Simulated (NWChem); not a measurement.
Polarisability of isocyanic acid (CHNO)

```xyz
4

N      1.1600    -0.0732     0.0000
C     -0.0468     0.0195     0.0000
O     -1.2104    -0.0341     0.0000
H      1.8440     0.6681     0.0000
```
Charge 0, spin multiplicity 1.

All runs are NWChem calculations. The geometry was optimised at PBE0/def2-SVP, a minimum by its harmonic frequencies.

Basis set: 6-31G*. The field's frequency is 0.0428 Ha (1065 nm). This basis has no diffuse functions, which lowers polarisabilities.

```json
[
 {"method": "B3LYP", "isotropic polarisability (bohr³)": "16.24", "difference from CCSD linear response": "-0.87"},
 {"method": "BHandHLYP", "isotropic polarisability (bohr³)": "16.03", "difference from CCSD linear response": "-1.09"},
 {"method": "PBE", "isotropic polarisability (bohr³)": "16.42", "difference from CCSD linear response": "-0.69"},
 {"method": "HF", "isotropic polarisability (bohr³)": "15.75", "difference from CCSD linear response": "-1.36"},
 {"method": "CCSD linear response", "isotropic polarisability (bohr³)": "17.11", "difference from CCSD linear response": "0.00"}
]
```

The values span 1.36 bohr³, from HF (lowest) to CCSD linear response (highest). 

The correlated methods keep 3 core orbitals frozen. B3LYP has NWChem's definition, with VWN1-RPA local correlation. The Pople sets run with spherical d functions. No row is a measurement; the coupled-cluster row has its own basis-set and correlation limits.
